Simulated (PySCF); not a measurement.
C6H4N2OSe, SMILES c1c[se]c(-c2nnco2)c1. Heavy atoms are numbered as in [cH:1]1[cH:2][se:3][c:4](-[c:5]2[n:6][n:7][cH:8][o:9]2)[cH:10]1. Hydrogens are named by the atom that carries them.

Coordinates come from a B3LYP-D3(BJ)/def2-SVP optimisation. This is a generated structure with no PubChem entry under its InChIKey; it may be hypothetical. The values are those of a single conformer.

Computed with PySCF with PBE0/pcSseg-1.

GIAO shieldings, no solvent; atoms alike by connectivity are averaged. δ = σ(ref) − σ: ¹³C against TMS (σ = 186.3 ppm); ⁷⁷Se against Me2Se (σ = 1740.1 ppm); ¹⁵N against NH3 (σ = 267.4 ppm); ¹⁷O against H2O (σ = 334.2 ppm); ¹H against TMS (σ = 31.56 ppm), references at their B3LYP-D3(BJ)/def2-TZVP geometries, non-relativistic.

```csv
nucleus,atoms,count,δ (ppm)
¹³C,C5,1,170.1
¹³C,C8 (CH),1,158.4
¹³C,C2 (CH),1,151.0
¹³C,C4,1,144.4
¹³C,C10 (CH),1,139.8
¹³C,C1 (CH),1,137.9
⁷⁷Se,Se3,1,622.1
¹⁵N,N7,1,367.4
¹⁵N,N6,1,347.0
¹⁷O,O9,1,328.4
¹H,H on C10,1,8.69
¹H,H on C8,1,8.36
¹H,H on C2,1,8.16
¹H,H on C1,1,7.63
```
